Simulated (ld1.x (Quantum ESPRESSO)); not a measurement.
**Reading a pseudo-wave (Al)**

Columns: radius, all-electron u(r) and pseudo u(r) of the 3s shell (level -7.81 eV) of aluminium in the configuration [Ne] 3s2 3p1; LDA (PZ), non-relativistic, TM semilocal scheme, ld1.x (Quantum ESPRESSO) 7.5.

```json
{"r (bohr)": "0.088", "all-electron": "0.1392", "pseudo": "0.0254"}
{"r (bohr)": "0.175", "all-electron": "-0.0269", "pseudo": "0.0504"}
{"r (bohr)": "0.262", "all-electron": "-0.1897", "pseudo": "0.0750"}
{"r (bohr)": "0.350", "all-electron": "-0.2814", "pseudo": "0.0995"}
{"r (bohr)": "0.438", "all-electron": "-0.3010", "pseudo": "0.1234"}
{"r (bohr)": "0.525", "all-electron": "-0.2679", "pseudo": "0.1467"}
{"r (bohr)": "0.612", "all-electron": "-0.2011", "pseudo": "0.1700"}
{"r (bohr)": "0.700", "all-electron": "-0.1141", "pseudo": "0.1945"}
{"r (bohr)": "0.788", "all-electron": "-0.0185", "pseudo": "0.2209"}
{"r (bohr)": "0.875", "all-electron": "0.0773", "pseudo": "0.2503"}
{"r (bohr)": "0.962", "all-electron": "0.1698", "pseudo": "0.2840"}
{"r (bohr)": "1.050", "all-electron": "0.2568", "pseudo": "0.3236"}
{"r (bohr)": "1.138", "all-electron": "0.3357", "pseudo": "0.3688"}
{"r (bohr)": "1.225", "all-electron": "0.4048", "pseudo": "0.4179"}
{"r (bohr)": "1.312", "all-electron": "0.4650", "pseudo": "0.4685"}
{"r (bohr)": "1.400", "all-electron": "0.5169", "pseudo": "0.5173"}
{"r (bohr)": "1.487", "all-electron": "0.5598", "pseudo": "0.5598"}
{"r (bohr)": "1.575", "all-electron": "0.5951", "pseudo": "0.5951"}
{"r (bohr)": "1.662", "all-electron": "0.6228", "pseudo": "0.6228"}
{"r (bohr)": "1.750", "all-electron": "0.6440", "pseudo": "0.6440"}
{"r (bohr)": "1.838", "all-electron": "0.6591", "pseudo": "0.6591"}
{"r (bohr)": "1.925", "all-electron": "0.6685", "pseudo": "0.6685"}
{"r (bohr)": "2.012", "all-electron": "0.6733", "pseudo": "0.6733"}
{"r (bohr)": "2.100", "all-electron": "0.6737", "pseudo": "0.6737"}
{"r (bohr)": "2.188", "all-electron": "0.6705", "pseudo": "0.6705"}
{"r (bohr)": "2.275", "all-electron": "0.6641", "pseudo": "0.6641"}
```

Task: How many radial nodes do the two functions have?

Result: The all-electron 3s function has n − l − 1 = 2; the pseudo-wave has 0, since the states of the same l below it are removed with the core.

Task: At about which radius was the pseudo-wave matched?

Result: 1.55 bohr. The columns agree to 0.0005 from 1.40 bohr on; several derivatives are matched, so the curves merge somewhat inside the radius.

Task: Is the pseudo-wave norm-conserving?

Result: Yes: the TM semilocal scheme keeps the norm inside the radius equal to the all-electron one, which fixes the energy derivative of the logarithmic derivative at the level.
